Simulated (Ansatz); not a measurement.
The first iterations of a band of F4H4HfOSi (11 atoms, charge 0, multiplicity 1).

Level of theory: Ansatz 0.2.0, RKS PBE0-D4/def2-SVP.

```
movable images  : 7
climbing image  : yes
spring          : 5.0 eV/Å²
optimiser       : quadratic models (default)
start path      : straight line
force threshold : 0.05 eV/Å
iteration limit : 60
end points      : relaxed
```

Image 0:

```xyz
11
Properties=species:S:1:pos:R:3
Hf 0.053 -0.189 0.052
O -0.366 -0.658 1.979
Si -1.343 -0.329 3.309
H -2.712 -0.863 3.060
H -0.743 -1.002 4.497
H -1.400 1.143 3.530
F 1.673 0.759 -0.291
F -1.272 1.169 -0.120
F -0.459 -1.438 -1.297
F 1.354 -1.880 0.971
H 0.775 -1.668 1.736
```

Image 8:

```xyz
11
Properties=species:S:1:pos:R:3
Hf 0.541 -0.214 0.135
O -0.282 -1.089 2.111
Si -1.614 -0.465 3.013
H -2.778 -0.408 2.100
H -1.828 -1.465 4.098
H -1.259 0.852 3.595
F 1.305 0.819 -1.281
F -0.730 1.096 0.791
F -0.257 -1.688 -0.788
F 2.151 -0.696 1.078
H 0.310 -1.698 2.572
```

| iteration | highest image above the first end (eV) | largest band force component (eV/Å) |
| --- | --- | --- |
| 1 | 1.220 | 5.266 |
| 2 | 0.088 | 2.620 |
| 3 | 0.055 | 5.573 |
| 4 | 0.014 | 1.299 |

Task: Does the band converge within its limit, and where does its top end?

Result: The run converged. It ended after 13 iterations with the highest image 0.009 eV above the first end. Another band between the same ends (7 images) ends at a top of the same energy, where a vibrational analysis finds 1 clearly imaginary mode. The orbitals stay closed-shell, which can raise the energy where a bond breaks towards radicals; this wasn't checked here.

The run took 4.9 min on 4 threads of Arm Neoverse V2 (shared host), peak memory 0.44 GiB.
